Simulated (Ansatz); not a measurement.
The cluster Be₂O₃, relaxed as a singlet with RKS PBE-D4/def2-TZVP in Ansatz, starting from the GFN2-xTB geometry. Force threshold 0.02 eV/Å.

The structure holds 1 bond(s) between oxygen atoms. The structure comes from a short search, and lower isomers may exist.

Start:

Cartesian coordinates in Å:
```
Be 0.7779 0.0504 -0.7509
Be -0.1371 -0.3037 1.0300
O 1.1995 -0.4740 0.5219
O -0.6001 0.4873 -1.0232
O -1.2402 0.2400 0.2221
```

Q: Estimate the energy that the relaxation releases and the steps that it takes.

A: 19.8 kJ/mol, in 4 steps; 2.2 s on 4 threads of Arm Neoverse V1 on a shared host. No frequencies were taken in this run, so the end may be a saddle point.

Q: Does the start keep its bonding and symmetry?

A: By distances, no bond broke or formed. The bond that changes most is O4–O5, from 1.42 to 1.53 Å (atoms count from 1). Point group C2v at the start, C2v at the end, both within 0.05 Å.

Q: Predict the relaxed structure.

A: 
```xyz
5

Be    0.766    0.042   -0.718
Be   -0.117   -0.299    1.001
O     1.254   -0.496    0.546
O    -0.607    0.510   -1.086
O    -1.297    0.243    0.257
```
Bond lengths (bridged metal pairs left out): 4 × Be–O 1.46 to 1.50 Å; 1 × O–O 1.53 Å.
